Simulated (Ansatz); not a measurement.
ReO₂⁺. The state is a triplet with charge 1. Geometry PBE0-D4/def2-TZVP; atoms count from 1.

```xyz
3

Re    0.391   -0.197   -0.439
O    -1.208   -0.630   -0.356
O     0.818    0.826    0.795
```

In the def2 sets Re takes a core potential; there is no spin–orbit coupling. The structure comes from a short search, and lower isomers may exist.

Q: Estimate the Mulliken populations from the PBE0/def2-TZVP orbitals of Ansatz.

A: 
| atom | charge (e) | spin (α − β) | d electrons |
| --- | --- | --- | --- |
| Re1 | 1.49 | 1.94 | 4.66 |
| O2 | -0.25 | 0.03 | – |
| O3 | -0.25 | 0.03 | – |
Mulliken values depend strongly on the basis.

Q: Where does the spin sit?

A: Summed by element: Re 1.94, O 0.06, of 2 unpaired in all. Largest on single atoms: Re1 1.94, O2 0.03, O3 0.03.

Q: And the Mayer bond orders between heavy atoms (over 0.3)?

A: Re1–O2 2.25 (1.66 Å); Re1–O3 2.25 (1.66 Å).
